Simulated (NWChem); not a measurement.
Which level was it?

The species is SnH2F2 (5 atoms), meant as a singlet with charge 0. As SMILES, `[F][SnH2][F]`. Geometry: relaxed at PBE0-D4/def2-TZVP.

```xyz
5

F    -0.3435   -0.3563    1.7414
Sn    0.1289   -0.0732   -0.0862
F    -1.2312    1.1107   -0.7124
H    -0.0874   -1.5471   -0.8891
H     1.5832    0.7921   -0.0950
```

Orbital energies are those of the mean-field step.

A calculation with NWChem 7.3.0 gave:

- total energy: -415.1242 Eh
- dipole moment: 3.32 D
- HOMO energy: -9.40 eV
- LUMO energy: -0.96 eV
- HOMO–LUMO gap: 8.44 eV
- largest force: 0.826 eV/Å

Problem. Which of these levels gave the numbers?
A. PBE/def2-SVP (core potential)
B. B3LYP/def2-SVP (core potential)
C. MP2/def2-SVP (core potential)
D. HF/STO-3G

Solution. B. The others give -413.7463 Eh (MP2/def2-SVP (core potential)), -414.8545 Eh (PBE/def2-SVP (core potential)), -6160.5349 Eh (HF/STO-3G).
